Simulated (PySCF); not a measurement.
Computed properties of Al(F)(Me)(NHMe) (C2H7AlFN), SMILES C[NH][Al]([CH3])[F]

Al(F)(Me)(NHMe) (C2H7AlFN), SMILES [Al]([NH]C)([F])[CH3]. Coordinates come from a B3LYP-D3(BJ)/def2-SVP optimisation. Other conformers were not sampled. All values are computed for the isolated molecule unless a solvent is named; none is compared with measurement here.

**Structure.** The optimised structure has Cs symmetry. All 30 harmonic modes at B3LYP-D3(BJ)/def2-SVP (PySCF) are real, so it is a minimum. With heavy atoms numbered as in [Al:1]([F:2])([CH3:3])[NH:7][CH3:8], the shortest bond between them is N7–C8 at 1.452 Å and the longest Al1–C3 at 1.943 Å.

**Vibrations.** The strongest infrared lines (harmonic, unscaled, degenerate partners summed) lie at 777 cm⁻¹ (136 km/mol, Al 49 %, N 19 %, C 16 %, H 14 %), 553 cm⁻¹ (130 km/mol, H 85 %, N 13 %), 877 cm⁻¹ (123 km/mol, Al 49 %, F 43 %). The softest mode is at 62 cm⁻¹ and the zero-point energy is 57.9 kcal/mol.

**Electronic structure.** ωB97X/def2-TZVP (PySCF) places the frontier levels at -9.26 and 1.91 eV, a gap of 11.17 eV, and gives a dipole moment of 2.03 D and a mean polarisability of 54.9 bohr³. PBE/def2-TZVP (PySCF) at the same geometry gives -5.50 and -0.79 eV, so its gap is 6.46 eV narrower. An orbital gap is neither the optical nor the fundamental gap.

**Excitations.** TDA-M06-2X/def2-SVPD (PySCF) has S1 at 5.67 eV (219 nm, f = 0.031, weak); the most intense of the 10 singlets computed lies at 7.37 eV (f = 0.18). T1 (TDA) is at 5.41 eV, 0.26 eV under S1. TDA-PBE/def2-SVPD (PySCF) puts S1 at 4.65 eV. No vertical singlet excitation falls in the visible range (under 3.1 eV).

**NMR.** GIAO shifts at PBE0/pcSseg-1 (PySCF) (non-relativistic, atoms alike by connectivity averaged): ¹³C from -18.5 to 33.6 ppm against TMS; ¹H from 0.0 to 3.0 ppm against TMS; ¹⁹F at -180.8 ppm against CFCl3.
